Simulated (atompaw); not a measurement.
## PBE PAW (atompaw) dataset for Au, scalar-relativistic all-electron reference.

Au, PAW, made with atompaw 4.2.0.5 (PBE, scalar-relativistic). Core [Kr] 4d10 4f14, reference 5s2 5p6 5d9 6s0 6p0 (charge +2). Waves: 5s (bound): rc 1.65 bohr; 6s (bound, empty): rc 1.30 bohr; 5p (bound): rc 1.80 bohr; 6p (bound, empty): rc 2.00 bohr; 5d (bound): rc 2.00 bohr; 5d channel at 1 Ry: rc 2.00 bohr. Local part: bessel scheme, radius 1.90 bohr. Core correction: smooth core density matched at 1.80 bohr. Augmentation charge: sinc compensation charge, radius 1.80 bohr; PAW radius 2.00 bohr; waves and projectors: custom polynom2 7 10 vanderbiltortho.

- Cutoffs needed: 25 Ry and 100 Ry (the cutoffs (Ry, on a coarse ladder) from which the occupation-weighted sum of valence levels, in a spherical-Bessel basis at the reference potential, stays within 10 and 1 mRy of its value at 400 Ry)
- Ghost test: no extra level below or beside the all-electron valence levels (s, p, d, f tested) (spherical-Bessel basis up to 400 Ry, 20 bohr box)
- Lowest eigenvalue of the overlap operator: 0.63 (s channel)
- Overlap eigenvalues printed by atompaw (projector basis): 0.66, 1.78, 2.23, 6.68, 16.1, 42.4
- Share of each valence orbital outside the PAW sphere: 5s 0 %, 6s 69 %, 5p 2 %, 6p 88 %, 5d 18 %
